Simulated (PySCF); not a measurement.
# Mo(2+): interval between two levels

Mo(2+) [Kr] 4d4 [5D4, M_J = 4] → Mo(2+) [Kr] 4d3 5s1 [5F5, M_J = 5], as a difference of total energies. Computed with PySCF 2.14 in x2c-SVPall-2c with one added diffuse shell each of s, p, d type (7s9p7d1f, 76 functions), with the two-component X2C-1e Hamiltonian. Correlated levels: [Ar] 3d10 frozen; the 6 highest virtual spinors dropped. "Screened" scales the spin-orbit matrix elements by Boettger's factors to mimic the two-electron term; Breit and QED terms are absent.

| method | interval between two levels (cm⁻¹) |
| --- | --- |
| GHF (spin-free) | 34380 |
| GMP2 (spin-free) | 34226 |
| GHF (screened spin-orbit) | 34825 |
| GMP2 (screened spin-orbit) | 34697 |

The labels give the starting determinants; with spin-orbit coupling the two ends relaxed to ⟨J²⟩ = 20.01, ⟨L²⟩ = 6.05, ⟨S²⟩ = 5.99 and ⟨J²⟩ = 30.01, ⟨L²⟩ = 12.07, ⟨S²⟩ = 5.98.
